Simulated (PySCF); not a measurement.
C2H5Se, charge -1, multiplicity 1.

```xyz
8

C     -0.3958    -2.1093     0.0000
C      0.6762    -1.0219     0.0000
Se    -0.0672     0.8299     0.0000
H     -1.0420    -2.0112    -0.8855
H      0.0467    -3.1265     0.0000
H     -1.0420    -2.0112     0.8855
H      1.3204    -1.1402    -0.8858
H      1.3204    -1.1402     0.8858
```
Charge -1, spin multiplicity 1.

The structure is a stationary point at B3LYP-D3(BJ)/def2-SVPD. The multiplicity is an assumed one; other spin states were not compared. The isomer is the one that the SMILES or the coordinates give; other isomers of the formula were not compared.

The numbers are results of PySCF with KT2/pcSseg-1, not measurements. Non-relativistic, no solvent.

Computed absolute GIAO shielding of each atom: isotropic value and principal components (ppm):
| atom | σ(iso) | σ11 | σ22 | σ33 | span |
|---|---|---|---|---|---|
| C1 | 155.9 | 135.3 | 145.4 | 187.1 | 51.8 |
| C2 | 155.3 | 136.8 | 160.8 | 168.4 | 31.6 |
| Se3 | 1627.7 | 916.1 | 1246.0 | 2720.8 | 1804.7 |
| H4 | 30.6 | 28.0 | 28.8 | 34.8 | 6.8 |
| H5 | 29.3 | 23.2 | 26.5 | 38.1 | 15.0 |
| H6 | 30.6 | 28.0 | 28.8 | 34.8 | 6.8 |
| H7 | 28.5 | 20.4 | 28.2 | 37.0 | 16.6 |
| H8 | 28.5 | 20.4 | 28.2 | 37.0 | 16.6 |
